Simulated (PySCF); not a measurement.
PbI3, SMILES [I][Pb-]([I])[I], charge -1. Geometry: PBE0-D3(BJ)/def2-SVPD. The isomer is the one that the SMILES or the coordinates give; other isomers of the formula were not compared. The def2 effective core potentials stand for the cores of I, Pb; spin–orbit coupling is left out.

Computed equilibrium geometry at PBE0-D3(BJ)/def2-SVPD (PySCF confirms it by a frequency run) as Cartesian coordinates in Å:
```xyz
4

Pb     0.0000     0.0000     0.8865
I      2.2824     1.3178    -0.4572
I     -2.2824     1.3178    -0.4572
I      0.0000    -2.6355    -0.4572
```
Charge -1, spin multiplicity 1.
